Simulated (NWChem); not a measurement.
Species: ZnH2; SMILES [ZnH2]

Program: NWChem. Pople sets run with spherical d functions. Geometry: optimised at PBE0/def2-SVP.

For level PBE/6-31G*:

| Item | Value |
|---|---|
| orbital gap (eV) | 5.51 |

Task: What are these values for level PBE/3-21G?

Result: The orbital gap (eV) is 5.39.
